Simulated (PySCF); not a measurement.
C3H12OSi3.
Bonds: C1–C2 (double), C2–C3, C3–Si4, Si4–O5, O5–Si6, Si6–Si7. Hydrogens: H8, H9 on C1; H10 on C2; H11, H12 on C3; H13, H14 on Si4; H15, H16 on Si6; H17, H18, H19 on Si7.

The computed photoelectron lines, unassigned: C 1s: 289.95 (area 1), 290.38 (area 1), 290.64 (area 1) eV; O 1s: 537.59 eV; Si 1s: 1846.13 (area 1), 1846.99 (area 1), 1847.10 (area 1) eV; Si 2p3/2: 106.44 (area 1), 107.08 (area 1), 107.17 (area 1) eV.

Computed, not measured: PySCF 2.14.0, delta-SCF UKS SCAN, pcX-2 on the ionised atom, pcseg-1 elsewhere, spin-free X2C. Isolated species at its PBE0-D3(BJ)/def2-SVP geometry (one conformer only).

(1) Order the carbon atoms by C 1s binding energy.

Answers

(1) 289.95 eV: C1 (terminal =CH2 carbon); 290.38 eV: C3 (sp3 carbon bound to silicon); 290.64 eV: C2 (alkene CH carbon). Lowest listed C 1s: C1, bonded to C (double bond) and 2 H. Highest, 0.69 eV above it: C2, bonded to C (double bond), C and H. Summing the Pauling electronegativity differences to the bonded atoms, each weighted by its formal bond order, gives -0.70 for the lowest site and -0.35 for the highest; no listed site has a larger sum than the highest. The smallest sum, -1.35, belongs to C3, 0.43 eV above the lowest.

Bonded neighbours of each site: C1: C (double bond) and 2 H; C2: C (double bond), C and H; C3: C, 2 H and Si; Si4: O, C and 2 H; O5: 2 Si; Si6: O, 2 H and Si; Si7: 3 H and Si.

Task: Which photon energy gives electrons from Si 2p3/2 of Si4 a kinetic energy of 100 eV, and what is their de Broglie wavelength?

Result: hν = 107.17 + 100 = 207.17 eV, recoil neglected; λ = 12.264 Å/√(E/eV) = 1.23 Å.

Spin–orbit coupling isn't in the SCF: each 2p doublet comes from a relaxed spin-free hole plus a matrix of the shell (mean-field spin–orbit coupling and the ground-state 2p splitting), with 2p3/2 averaged over its two sublevels. 2p1/2 minus 2p3/2 (ligand field included): Si 0.62 eV.

Shape of the structure used: `[CH2:1]=[CH:2][CH2:3][SiH2:4][O:5][SiH2:6][SiH3:7]`: C1–C2–C3–Si4 -110°, C2–C3–Si4–O5 58°, C3–Si4–O5–Si6 2°, Si4–O5–Si6–Si7 51°.
